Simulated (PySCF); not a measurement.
A structure optimised at PBE-D3(BJ)/def2-TZVPD, used in a PySCF frequency run:

```xyz
4

Al     0.0000     0.0000     0.0000
H      1.5956     0.0000     0.0000
H     -0.7978     1.3819     0.0000
H     -0.7978    -1.3819     0.0000
```
Charge 0, spin multiplicity 1.

Problem. Write its SMILES, formula and point group.

Solution. [AlH3], AlH3, D3h

Problem. What are its rotational constants (standard atomic weights)?

Solution. 131.28, 131.28, 65.639 GHz
